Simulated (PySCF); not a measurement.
## Rh²⁺ (rhodium, charge +2): UHF calculation

Configuration: [Kr] 4d6 5s1, 5s spin antiparallel (an excited configuration). All numbers are calculated (PySCF 2.14, a scalar-relativistic core potential, in aug-cc-pwCVDZ-PP with ECP28MDF (6s6p5d3f, 70 functions)).

| Property | Result |
| --- | --- |
| Total energy | -108.340299 hartree |
| One-electron energy | -178.5295 hartree |
| Hartree (Coulomb) energy | 80.1645 hartree |
| Exchange energy | -9.9752 hartree |
| ⟨S²⟩ | 4.7536 |
| ⟨L²⟩ | 6.027 |
| Sum of ⟨r⟩ | 19.62 bohr |
| Sum of ⟨r²⟩ | 32.03 bohr² |
| Traceless quadrupole moment −½Σ⟨3z² − r²⟩ along its main axis | 0.560 e·bohr² |

| shell | electrons | mean orbital energy (hartree) | spread (hartree) | rms radius, mean of both spins (bohr) |
| --- | --- | --- | --- | --- |
| 4s α | 1 | -4.81621 | 0 | 1.05 |
| 4s β | 1 | -4.53378 | 0 | 1.05 |
| 4p α | 3 | -3.45853 | 0.06489 | 1.15 |
| 4p β | 3 | -3.09622 | 0.04818 | 1.15 |
| 4d α | 5 | -1.40574 | 0.07512 | 1.49 |
| 4d β | 1 | -1.25186 | 0 | 1.49 |
| 5s β | 1 | -0.85631 | 0 | 2.92 |

Energies and moments cover only the electrons outside the core potential. With the s spin flipped the determinant is a mixture of two multiplicities, not a spectroscopic state.
